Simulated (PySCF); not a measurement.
Bonds: Si1-C2, Si1-C7, Si1-C11, Si1-C15, C2-C3. C2 carries H4; C3 carries H5, H6; C7 carries H8, H9, H10; C11 carries H12, H13, H14; C15 carries H16, H17, H18.

Calculated, not measured (PySCF 2.14.0 with density-fitted response routines): coordinates at the PBE0-D3(BJ)/def2-SVP level, GIAO B3LYP/pcSseg-1 shieldings. Rapidly exchanging positions averaged, one conformer, non-relativistic, isolated molecule.

Scale: 13C, 1H, 29Si against TMS (reference shieldings calculated alike).

```json
{"atoms": "C3", "nucleus": "13C", "count": "1", "δ (ppm)": "?"}
{"atoms": "H4", "nucleus": "1H", "count": "1", "δ (ppm)": "?"}
{"atoms": "H5/H6", "nucleus": "1H", "count": "2", "δ (ppm)": "5.92"}
{"atoms": "C7/C11/C15", "nucleus": "13C", "count": "3", "δ (ppm)": "-1.6"}
{"atoms": "H8/H9/H10/H12/H13/H14/H16/H17/H18", "nucleus": "1H", "count": "9", "δ (ppm)": "0.08"}
{"atoms": "C2", "nucleus": "13C", "count": "1", "δ (ppm)": "150.1"}
{"atoms": "Si1", "nucleus": "29Si", "count": "1", "δ (ppm)": "-6.7"}
```

Problem. Estimate the values marked ?.

Solution. 
- C3: 139.3 ppm, carbon bonded to C, 2 H
- H4: 6.26 ppm, hydrogen on a carbon bonded to C, Si

Shifts are as computed. Against solution values, carbons near 30 ppm lie about +2 ppm off and those near 130 ppm about +6 ppm. Of 1211 compounds with measured shifts, 218 miss one by over three times the rms of a fit or turn the order of signals round; such compounds aren't used in these exercises.
